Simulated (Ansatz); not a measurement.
BMe2(hfac) (C7H7BF6O2). Total charge 0; triplet. Geometry r2SCAN-D4/def2-SVP, that of the neutral singlet; atoms count from 1.

```xyz
23

B    -0.1165   -0.8538   -1.0301
C    -1.2048   -0.5804   -2.1529
H    -1.7956    0.3323   -1.9638
H    -1.9121   -1.4235   -2.2228
H    -0.7302   -0.4705   -3.1420
C     0.8387   -2.1184   -1.1195
H     1.5481   -2.1799   -0.2763
H     1.4292   -2.1006   -2.0504
H     0.2501   -3.0508   -1.1248
O    -0.8633   -0.9076    0.3664
C    -0.7044   -0.0636    1.2984
C    -1.5593   -0.3442    2.5342
F    -1.3137   -1.5715    2.9934
F    -2.8535   -0.2589    2.2184
F    -1.3033    0.5344    3.5108
C     0.1491    1.0377    1.2463
C     0.8757    1.2020    0.0612
C     1.8374    2.3883   -0.0599
F     2.4277    2.4254   -1.2443
F     2.7768    2.3018    0.8923
F     1.1655    3.5328    0.1279
O     0.8119    0.4386   -0.9423
H     0.2466    1.7303    2.0798
```

Single mean-field runs in def2-TZVP are fitted with def2-universal-jkfit. At PBE0-D4/def2-TZVP a singlet of charge 0 lies 2.35 eV below the triplet at the same geometry.

Q: Estimate the Mulliken populations from the PBE0/def2-TZVP orbitals of Ansatz.

A: 
```tsv
atom	charge (e)	spin (α − β)
B1	0.08	-0.03
C2	-0.42	0.08
H3	0.12	0.00
H4	0.14	0.00
H5	0.14	0.00
C6	-0.42	0.08
H7	0.12	0.00
H8	0.14	0.00
H9	0.14	0.00
O10	-0.16	0.35
C11	0.13	0.37
C12	0.45	-0.01
F13	-0.14	0.01
F14	-0.15	0.01
F15	-0.16	0.00
C16	-0.22	0.44
C17	0.16	0.38
C18	0.45	-0.02
F19	-0.14	0.00
F20	-0.16	0.01
F21	-0.16	0.01
O22	-0.16	0.34
H23	0.20	-0.02
```
Mulliken values depend strongly on the basis.

Q: Where does the spin sit?

A: Summed by element: B -0.03, C 1.33, H -0.02, O 0.69, F 0.03, of 2 unpaired in all. Largest on single atoms: C16 0.44, C17 0.38, C11 0.37.

Q: And the Mayer bond orders between heavy atoms (over 0.3)?

A: B1–C2 1.02 (1.59 Å); B1–C6 1.02 (1.59 Å); B1–O10 0.79 (1.58 Å); B1–O22 0.77 (1.59 Å); O10–C11 1.33 (1.27 Å); C11–C12 1.05 (1.53 Å); C11–C16 1.25 (1.39 Å); C12–F13 1.16 (1.33 Å); C12–F14 1.16 (1.33 Å); C12–F15 1.13 (1.34 Å); C16–C17 1.24 (1.40 Å); C17–C18 1.02 (1.53 Å); C17–O22 1.32 (1.26 Å); C18–F19 1.19 (1.32 Å); C18–F20 1.14 (1.34 Å); C18–F21 1.14 (1.34 Å).
